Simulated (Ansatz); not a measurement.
`BC(=N)CF` → `[CH2]` (triplet) + `BC(=N)F` at 400 K and 1 bar (formal loss of a carbene).

Program: Ansatz. Geometries: PBE0-D4/def2-TZVP. ΔE: electronic, gas phase. CCSD(T)/CBS is the MP2 limit (def2-TZVPP, def2-QZVPP) plus CCSD(T) − MP2 in def2-TZVPP, frozen cores. This one scheme is used for every species. Triplets are unrestricted, without spin–orbit coupling. Each species was taken in one conformer, which may not be the lowest.

```tsv
species	CCSD(T)/CBS energy (Eh)	H − E (kJ/mol)	S (J/(mol·K))
`BC(=N)CF`	-258.33905	218.0	352.7
`[CH2]` (triplet)	-39.09499	59.0	205.7
`BC(=N)F`	-219.09487	137.8	307.8
```

H − E and S are ideal-gas, rigid-rotor, harmonic terms from PBE0-D4/def2-TZVP, for one conformer and one mirror image of each species, with the whole ground term of open shells counted as degenerate. 1 Eh = 2625.50 kJ/mol, R = 8.31446 J/(mol·K).

**Question.** By hand: ΔE, ΔH, ΔS and ΔG.

**Answer.** ΔE = (-39.09499) + (-219.09487) − (-258.33905) = 0.14919 Eh = 391.7 kJ/mol. Δ(H − E) = 59.0 + 137.8 − 218.0 = -21.2, so ΔH = 370.5 kJ/mol. ΔS = 205.7 + 307.8 − 352.7 = 160.8 J/(mol·K). ΔG = 370.5 − 400 × (160.8)/1000 = 306.2 kJ/mol.

**Question.** By hand: the equilibrium constant, and the temperature at which ΔG would vanish if ΔH and ΔS stayed fixed.

**Answer.** log₁₀ K = −ΔG/(RT ln 10) = -40.0. ΔG = 0 at ΔH/ΔS = 2304 K.

The number of gas molecules changes by +1, which sets the sign of ΔS. A doubt of 5 kJ/mol in ΔE shifts log₁₀ K by 0.7 here. Other conformers and mirror images would add mixing entropy, several J/(mol·K) or more a flexible species. A triplet takes part, so the spin changes. These are equilibria of isolated gas molecules and say nothing of rates. Largest T1 diagnostic: 0.014 (customary marks: 0.02 for closed shells, 0.045 for open ones).
